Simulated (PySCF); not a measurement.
## CH6F2OSi2

The system: CH6F2OSi2, a small molecule; neutral, singlet. The structure, one conformer, was relaxed in the gas phase by PBE0-D3(BJ)/def2-SVP. No frequency run checks that it is a minimum.

SMILES: O[Si](F)(F)C[SiH3]

```xyz
12

Si   -0.432   -0.494   -1.126
C     0.180    0.735    0.086
Si    0.531    0.080    1.823
O    -0.684    0.203   -2.586
F     0.607   -1.722   -1.281
F    -1.798   -1.188   -0.612
H    -0.561    1.549    0.160
H     1.106    1.182   -0.315
H    -0.707   -0.515    2.407
H     1.598   -0.963    1.773
H     0.990    1.203    2.694
H    -1.018   -0.345   -3.302
```
(Å; atoms numbered from 1)

Shieldings: GIAO PBE0/pcSseg-1. Shifts are against computed references at the same level: C TMS (σ 184.4 ppm), H TMS (σ 31.27 ppm), Si TMS (σ 352.0 ppm). Core levels by delta-SCF with SCAN, pcX-2 on the ionised atom and pcseg-1 elsewhere, spin-free X2C (2p3/2 is the spin-free 2p value less a third of a first-order spin-orbit splitting); from the vacuum level, for chosen atoms.

Question: Give the shieldings and core levels atom by atom.

Answer: 
```
     atoms        bonded to  σ (ppm)  δ (ppm)  core level (eV)
       Si1  1 C + 2 F + 1 O    389.3    -37.3     2p3/2 109.15
        C2       2 Si + 2 H    198.3    -13.8        1s 290.61
       Si3        1 C + 3 H    422.0    -70.0                -
        O4       1 Si + 1 H    276.0        -        1s 539.40
        F5             1 Si    314.4        -        1s 692.69
        F6             1 Si    314.9        -        1s 692.70
     H7 H8              1 C    31.27     0.00                -
H9 H10 H11             1 Si    27.23     4.04                -
       H12              1 O    28.90     2.37                -
```

Values are those of this one static structure, with the three H of a rotating XH3 group averaged; atoms that internal rotation interchanges would show their mean in an NMR spectrum.

Question: By CAM-B3LYP/def2-SVPD (TDDFT singlets, Tamm-Dancoff triplets, ionisation by delta-SCF), where does absorption start, and what does vertical ionisation take?

Answer: The lowest singlet lies at 8.55 eV (f 0.017), the strongest of the first 6 at 9.14 eV (f 0.162), the lowest triplet at 8.13 eV; vertical ionisation takes 11.82 eV.
